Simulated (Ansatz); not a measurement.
`OB(F)[SiH2]Br` + H₂ → `OBF` + `[SiH3]Br` at 298.15 K and 1 bar (hydrogenolysis of a B–Si bond).

Computed with Ansatz on PBE0-D4/def2-TZVP structures; ΔE is electronic, products minus reactants. CBS: MP2 limit from def2 TZ/QZ plus the TZ coupled-cluster correction, frozen cores. This one scheme is used for every species. For Br outer-core shells are correlated without core-valence functions, which leaves a few kJ/mol of doubt a bond. Scalar relativity is left out up to krypton. One conformer a species, not always the lowest.

```json
{"species": "`OB(F)[SiH2]Br`", "CCSD(T)/CBS energy (Eh)": "-3064.11870", "H − E (kJ/mol)": "126.5", "S (J/(mol·K))": "354.8"}
{"species": "H₂", "CCSD(T)/CBS energy (Eh)": "-1.17544", "H − E (kJ/mol)": "35.1", "S (J/(mol·K))": "130.4"}
{"species": "`OBF`", "CCSD(T)/CBS energy (Eh)": "-201.07426", "H − E (kJ/mol)": "91.0", "S (J/(mol·K))": "252.9"}
{"species": "`[SiH3]Br`", "CCSD(T)/CBS energy (Eh)": "-2864.23411", "H − E (kJ/mol)": "79.2", "S (J/(mol·K))": "262.6"}
```

H − E and S are ideal-gas, rigid-rotor, harmonic terms from PBE0-D4/def2-TZVP, for one conformer and one mirror image of each species. The MP2-based limit puts H₂ 0.8 mEh under its directly extrapolated value; such offsets cancel only in part. 1 Eh = 2625.50 kJ/mol, R = 8.31446 J/(mol·K).

Problem. By hand: ΔE, ΔH, ΔS and ΔG.

Solution. ΔE = (-201.07426) + (-2864.23411) − (-3064.11870) − (-1.17544) = -0.01423 Eh = -37.4 kJ/mol. Δ(H − E) = 91.0 + 79.2 − 126.5 − 35.1 = 8.6, so ΔH = -28.8 kJ/mol. ΔS = 252.9 + 262.6 − 354.8 − 130.4 = 30.3 J/(mol·K). ΔG = -28.8 − 298.15 × (30.3)/1000 = -37.8 kJ/mol.

Problem. By hand: the equilibrium constant, and the temperature at which ΔG would vanish if ΔH and ΔS stayed fixed.

Solution. log₁₀ K = −ΔG/(RT ln 10) = 6.6. ΔH and −TΔS have one sign here, so there is no such temperature.

ΔH outweighs TΔS. A doubt of 5 kJ/mol in ΔE shifts log₁₀ K by 0.9 here. Other conformers and mirror images would add mixing entropy, several J/(mol·K) or more a flexible species. Modes under 60 cm⁻¹, often nearly free rotors, make the harmonic entropy too high. These are equilibria of isolated gas molecules and say nothing of rates. Largest T1 diagnostic: 0.013 (customary marks: 0.02 for closed shells, 0.045 for open ones).
